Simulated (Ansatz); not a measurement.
CH$_{5}$ClSeSi (`C[Se][SiH2]Cl`), relaxed with RKS PBE0-D4/def2-TZVP in the Gaussian-basis code of Ansatz from a PBE-D4/def2-SVP geometry. The force threshold is 0.005 eV/Å; the program also tests the step.

The species carries charge 0 and has multiplicity 1.

Start:

```xyz
9

C    -1.255    0.971   -0.254
Se    0.364    1.172    0.868
Si    1.206   -0.889    0.410
Cl    1.718   -1.102   -1.608
H    -1.803    1.928   -0.188
H    -1.891    0.151    0.129
H    -0.962    0.780   -1.302
H     2.434   -1.053    1.253
H     0.189   -1.958    0.692
```

By how much does the energy fall, and how many steps does the optimiser take? (Best estimate.)

Ansatz gave: 0.94 kcal/mol, in 7 steps.

Which bonds change most? (Best estimate.)

Ansatz gave: Si3–Cl4 from 2.092 to 2.061 Å; Se2–Si3 from 2.273 to 2.249 Å; C1–Se2 from 1.980 to 1.958 Å; Si3–H9 from 1.502 to 1.482 Å.

Give the relaxed structure. (An estimate is asked.)

Ansatz gave: 
```xyz
9

C    -1.250    0.971   -0.260
Se    0.355    1.152    0.847
Si    1.198   -0.888    0.412
Cl    1.700   -1.125   -1.573
H    -1.800    1.904   -0.153
H    -1.860    0.142    0.093
H    -0.968    0.828   -1.301
H     2.420   -1.035    1.233
H     0.204   -1.947    0.703
```
